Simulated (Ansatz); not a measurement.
`[CH3][SnH]([CH3])[Cl]` → `[CH3][SnH2][CH2]Cl`  (isomerisation)

Isolated molecules relaxed with PBE0-D4/def2-TZVP in Ansatz; ΔE leaves out vibrations. CCSD(T)/CBS adds triple-zeta CCSD(T) − MP2 to the extrapolated MP2 energy (def2 sets, frozen cores). DFT in def2-TZVPP. def2 core potentials past Kr. For Sn outer-core shells are correlated without core-valence functions, which leaves a few kJ/mol of doubt a bond. One conformer a species, not always the lowest.

CCSD(T)/CBS gives +185.1 kJ/mol.

Task: Another level gave +195.1 kJ/mol. Which?
A. PBE-D4/def2-TZVPP
B. PBE0-D4/def2-TZVPP
C. HF/def2-TZVPP
D. r2SCAN/def2-TZVPP

Result: C. HF/def2-TZVPP 195.1, PBE0-D4 180.3, r2SCAN 185.3, PBE-D4 175.1 kJ/mol.

Largest T1 diagnostic among the species: 0.011.

From PBE to PBE0 (25 % exact exchange), in def2-TZVPP and without D4, ΔE moves by +5.0 kJ/mol. In def2-TZVPP, CCSD(T) changes the Hartree–Fock value by −16.4 kJ/mol (the triples alone add −2.1 kJ/mol) and MP2 by −10.1 kJ/mol.

CCSD(T)/CBS has its own doubt, a few kJ/mol and more with outer-core shells, so smaller differences from it don't rank the levels.
